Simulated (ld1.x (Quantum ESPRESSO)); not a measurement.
## Which change was made? (In, PAW)

| Item | Value |
| --- | --- |
| Element | In (Z = 49) |
| Generator | ld1.x (Quantum ESPRESSO) 7.5 |
| Type | PAW |
| Functional | PBE |
| Relativity | scalar-relativistic |
| Frozen core | [Kr] |
| Valence charge | 13 |
| Reference configuration | 4d10 5s2 5p1 |
| Partial waves | 5s (bound): rcut 1.70, rcutus 2.00 bohr; 5s channel at 0.25 Ry: rcut 1.70, rcutus 2.00 bohr; 5p (bound): rcut 3.00, rcutus 3.20 bohr; 5p channel at 0.45 Ry: rcut 3.00, rcutus 3.20 bohr; 4d (bound): rcut 1.15, rcutus 1.50 bohr; 4d channel at -0.9 Ry: rcut 1.15, rcutus 1.50 bohr |
| Local potential | all-electron potential smoothed inside 1.55 bohr (lloc = -1) |
| Core correction | Bessel-smoothed model core, default radius (core density twice the valence density) |
| Augmentation charge | BESSEL, radius 0.80 bohr |

Cutoffs, loose and tight: the cutoffs (Ry, on a coarse ladder) from which the occupation-weighted sum of valence levels, in a spherical-Bessel basis at the reference potential, stays within 10 and 1 mRy of its value at 400 Ry. They do not see the model core or the augmentation charge, which bear on the density cutoff. Test errors are all-electron minus pseudo excitation energies from the reference, over the configurations 4d10 5s2 5p0; 4d10 5s1 5p0; 4d10 5s0 5p0; 4d10 5s1 5p1; 4d10 5s2 5p0.5; 4d10 5s0 5p3; 4d10 5s2 5p1.3; variants that change the core or the reference have their own tests.

The base gives: outcome: generated; cutoff, loose: 60 Ry; cutoff, tight: 90 Ry; bound ghosts: s; largest test error (meV): +129.

Task: After one change the result is: outcome: generated; cutoff, loose: 60 Ry; cutoff, tight: 90 Ry; bound ghosts: none; largest test error (meV): -17. Which change was it?
A. local potential all-electron potential smoothed inside 1.66 bohr (lloc = -1)
B. local potential all-electron potential smoothed inside 2.06 bohr (lloc = -1)
C. local potential all-electron potential smoothed inside 2.32 bohr (lloc = -1)
D. local potential all-electron potential smoothed inside 3.66 bohr (lloc = -1)

Result: D. The others give: local potential all-electron potential smoothed inside 2.06 bohr (lloc = -1) → outcome: generated; cutoff, loose: 60 Ry; cutoff, tight: 90 Ry; bound ghosts: none; largest test error (meV): +17 | local potential all-electron potential smoothed inside 1.66 bohr (lloc = -1) → outcome: generated; cutoff, loose: 60 Ry; cutoff, tight: 90 Ry; bound ghosts: s; largest test error (meV): +227 | local potential all-electron potential smoothed inside 2.32 bohr (lloc = -1) → outcome: generated; cutoff, loose: 60 Ry; cutoff, tight: 90 Ry; bound ghosts: none; largest test error (meV): -11.
